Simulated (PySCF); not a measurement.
## Electron correlation in Cu⁺ (copper, charge +1)

[Ar] 3d9 4p1, one real determinant (an excited configuration). Computed with PySCF 2.14 in x2c-TZVPPall with one added diffuse shell each of s, p, d, f type (7s6p5d3f1g, 80 functions), with the spin-free X2C one-electron Hamiltonian (Gaussian nucleus). Frozen: [Ar]; 10 electrons correlated.

```
  level  correlation energy (mhartree)
   CCSD                        -321.83
    (T)                          -8.90
CCSD(T)                        -330.73
```

Diagnostics: T1 = 0.013, D1 = 0.0412, largest double amplitude 0.028.

The real determinant used has ⟨L²⟩ near 8 against 12 for a pure F term, so it mixes terms.

Cost of the coupled-cluster step: about 40 core-seconds, for 10 correlated electrons.

The reference is one real determinant that mixes LS terms of this configuration.
